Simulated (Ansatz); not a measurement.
Ansatz (an electronic-structure program) job for 2-bromobut-1-en-3-yne (C4H3Br), SMILES C#CC(=C)Br, B3LYP-D3(BJ)/def2-SVP. 

Ansatz 0.2 input:
```yaml
crystal:
  periodic: [false, false, false]
  atoms:
    - {symbol: C, position_ang: [1.03898516, 2.62496006, -0.00000000]}
    - {symbol: C, position_ang: [0.25699571, 1.71334636, -0.00000000]}
    - {symbol: C, position_ang: [-0.60526118, 0.60208733, 0.00000000]}
    - {symbol: C, position_ang: [-1.93073219, 0.65602299, 0.00000000]}
    - {symbol: Br, position_ang: [0.30600358, -1.09686149, -0.00000000]}
    - {symbol: H, position_ang: [1.70218779, 3.43781028, 0.00000000]}
    - {symbol: H, position_ang: [-2.43627203, 1.60677785, -0.00000001]}
    - {symbol: H, position_ang: [-2.53596609, -0.23293630, -0.00000000]}
basis:
  gaussian:
    orbitals: def2-SVP
hamiltonian:
  xc: b3lyp
  dispersion: d3bj
relax: {f_tol: 0.002, max_steps: 200}
```

Output:

```
WARN ansatz: RAYON_NUM_THREADS=1 ignored (pool sized by the plan → 1); use --threads N
Functional definition: B3LYP
integrals: 0.06 GiB planned
1156 factors; integrals over basis functions are off by at most 4.7e-4 eV
mean field: 0.48 GiB planned
mean field evaluation 1: about -74222.5366 eV, gradient 5.1e1 eV
mean field evaluation 2: about -74219.6902 eV, gradient 5.9e1 eV
mean field evaluation 4: about -74229.4757 eV, gradient 6.6e0 eV
mean field evaluation 8: about -74229.6198 eV, gradient 2.2e-1 eV
mean field evaluation 16: about -74229.6199 eV, gradient 2.2e-5 eV
mean field -74229.61991732 eV, -2727.8882173178 hartree, gradient 2.2e-5 eV, S^2 0.000000; 0 other end points of the search recorded, 0 dependent functions left out
the calculation of the forces begins
reference -74229.62015581 eV, -2727.8882260824 hartree; 31, 31 occupied and 72, 72 virtual orbitals, 1156 factors
relax step   1: F+E_penalty+E_count = -74229.96490537 eV  Δ(F+E_penalty+E_count) = +0.000e0 eV  max|allowed force component| = 8.040e-1 eV/Å  Δτ_max = 0.0000 Å  (29 SCF iters, accepted)
these checks for a lower state are left out or cut short: starts, cluster_reference, orbital_swaps, neighbouring_geometries, increment
integrals: 0.06 GiB planned
1156 factors; integrals over basis functions are off by at most 5.0e-4 eV
mean field: 0.48 GiB planned
mean field -74229.66240375 eV, -2727.8897786655 hartree, gradient 1.1e-5 eV, S^2 0.000000; 0 other end points of the search recorded, 0 dependent functions left out
the calculation of the forces begins
reference -74229.66264387 eV, -2727.8897874898 hartree; 31, 31 occupied and 72, 72 virtual orbitals, 1156 factors
relax step   2: F+E_penalty+E_count = -74230.00541733 eV  Δ(F+E_penalty+E_count) = -4.051e-2 eV  max|allowed force component| = 2.189e-1 eV/Å  Δτ_max = 0.0385 Å  (34 SCF iters, accepted)
these checks for a lower state are left out or cut short: starts, cluster_reference, orbital_swaps, neighbouring_geometries, increment
integrals: 0.06 GiB planned
1156 factors; integrals over basis functions are off by at most 5.1e-4 eV
mean field: 0.48 GiB planned
mean field evaluation 32: about -74229.6649 eV, gradient 1.2e-5 eV
mean field -74229.66488143 eV, -2727.8898697187 hartree, gradient 1.2e-5 eV, S^2 0.000000; 0 other end points of the search recorded, 0 dependent functions left out
the calculation of the forces begins
reference -74229.66512178 eV, -2727.8898785513 hartree; 31, 31 occupied and 72, 72 virtual orbitals, 1156 factors
relax step   3: F+E_penalty+E_count = -74230.00758049 eV  Δ(F+E_penalty+E_count) = -2.163e-3 eV  max|allowed force component| = 6.267e-2 eV/Å  Δτ_max = 0.0075 Å  (36 SCF iters, accepted)
these checks for a lower state are left out or cut short: starts, cluster_reference, orbital_swaps, neighbouring_geometries, increment
integrals: 0.06 GiB planned
1156 factors; integrals over basis functions are off by at most 5.1e-4 eV
mean field: 0.48 GiB planned
mean field -74229.66519424 eV, -2727.8898812140 hartree, gradient 7.7e-6 eV, S^2 0.000000; 0 other end points of the search recorded, 0 dependent functions left out
the calculation of the forces begins
reference -74229.66543454 eV, -2727.8898900448 hartree; 31, 31 occupied and 72, 72 virtual orbitals, 1156 factors
relax step   4: F+E_penalty+E_count = -74230.00787968 eV  Δ(F+E_penalty+E_count) = -2.992e-4 eV  max|allowed force component| = 5.040e-2 eV/Å  Δτ_max = 0.0050 Å  (26 SCF iters, accepted)
these checks for a lower state are left out or cut short: starts, cluster_reference, orbital_swaps, neighbouring_geometries, increment
integrals: 0.06 GiB planned
1156 factors; integrals over basis functions are off by at most 5.1e-4 eV
mean field: 0.48 GiB planned
mean field -74229.66562347 eV, -2727.8898969881 hartree, gradient 1.2e-5 eV, S^2 0.000000; 0 other end points of the search recorded, 0 dependent functions left out
the calculation of the forces begins
reference -74229.66586367 eV, -2727.8899058153 hartree; 31, 31 occupied and 72, 72 virtual orbitals, 1156 factors
relax step   5: F+E_penalty+E_count = -74230.00829183 eV  Δ(F+E_penalty+E_count) = -4.121e-4 eV  max|allowed force component| = 3.451e-2 eV/Å  Δτ_max = 0.0113 Å  (35 SCF iters, accepted)
these checks for a lower state are left out or cut short: starts, cluster_reference, orbital_swaps, neighbouring_geometries, increment
integrals: 0.06 GiB planned
1156 factors; integrals over basis functions are off by at most 5.1e-4 eV
mean field: 0.48 GiB planned
mean field -74229.66574874 eV, -2727.8899015915 hartree, gradient 1.8e-5 eV, S^2 0.000000; 0 other end points of the search recorded, 0 dependent functions left out
the calculation of the forces begins
reference -74229.66598897 eV, -2727.8899104199 hartree; 31, 31 occupied and 72, 72 virtual orbitals, 1156 factors
relax step   6: F+E_penalty+E_count = -74230.00840473 eV  Δ(F+E_penalty+E_count) = -1.129e-4 eV  max|allowed force component| = 1.252e-2 eV/Å  Δτ_max = 0.0035 Å  (25 SCF iters, accepted)
these checks for a lower state are left out or cut short: starts, cluster_reference, orbital_swaps, neighbouring_geometries, increment
integrals: 0.06 GiB planned
1156 factors; integrals over basis functions are off by at most 5.1e-4 eV
mean field: 0.48 GiB planned
mean field -74229.66578778 eV, -2727.8899030263 hartree, gradient 3.9e-5 eV, S^2 0.000000; 0 other end points of the search recorded, 0 dependent functions left out
the calculation of the forces begins
reference -74229.66602804 eV, -2727.8899118557 hartree; 31, 31 occupied and 72, 72 virtual orbitals, 1156 factors
relax step   7: F+E_penalty+E_count = -74230.00841488 eV  Δ(F+E_penalty+E_count) = -1.015e-5 eV  max|allowed force component| = 3.788e-3 eV/Å  Δτ_max = 0.0018 Å  (22 SCF iters, accepted)
these checks for a lower state are left out or cut short: starts, cluster_reference, orbital_swaps, neighbouring_geometries, increment
integrals: 0.06 GiB planned
1156 factors; integrals over basis functions are off by at most 5.1e-4 eV
mean field: 0.48 GiB planned
mean field evaluation 64: about -74229.6658 eV, gradient 1.3e-5 eV
mean field -74229.66578135 eV, -2727.8899027900 hartree, gradient 1.3e-5 eV, S^2 0.000000; 0 other end points of the search recorded, 0 dependent functions left out
the calculation of the forces begins
reference -74229.66602160 eV, -2727.8899116192 hartree; 31, 31 occupied and 72, 72 virtual orbitals, 1156 factors
relax step   8: F+E_penalty+E_count = -74230.00841538 eV  Δ(F+E_penalty+E_count) = -5.011e-7 eV  max|allowed force component| = 1.718e-3 eV/Å  Δτ_max = 0.0003 Å  (21 SCF iters, accepted)
integrals: 0.06 GiB planned
1156 factors; integrals over basis functions are off by at most 5.1e-4 eV
mean field: 0.48 GiB planned
mean field -74229.66578135 eV, -2727.8899027900 hartree, gradient 1.3e-5 eV, S^2 0.000000; 1 other end points of the search recorded, 0 dependent functions left out
the calculation of the forces begins
reference -74229.66602160 eV, -2727.8899116192 hartree; 31, 31 occupied and 72, 72 virtual orbitals, 1156 factors
Total energy: -74230.00865564 eV, -2727.9025031876 hartree
Atom 0 at     1.041670     2.645214    -0.000000 Å, force    -0.000107    -0.000209     0.000000 eV/Å
Atom 1 at     0.278319     1.701517    -0.000000 Å, force     0.001415     0.000584    -0.000000 eV/Å
Atom 2 at    -0.599498     0.585188    -0.000000 Å, force    -0.000265     0.000225    -0.000000 eV/Å
Atom 3 at    -1.938736     0.648534    -0.000000 Å, force    -0.001120    -0.001718     0.000000 eV/Å
Atom 4 at     0.284741    -1.122490     0.000000 Å, force    -0.000387     0.000538     0.000000 eV/Å
Atom 5 at     1.714429     3.482169    -0.000000 Å, force    -0.000176    -0.000062     0.000000 eV/Å
Atom 6 at    -2.431530     1.623646    -0.000000 Å, force     0.000331    -0.000217     0.000000 eV/Å
Atom 7 at    -2.553455    -0.252570    -0.000000 Å, force     0.000310     0.000859    -0.000000 eV/Å
Dipole moment:    -0.134860     0.234854    -0.000000 e Å
```

The calculation finished and met its thresholds.

Cost: about 30 core-seconds (a rough figure).
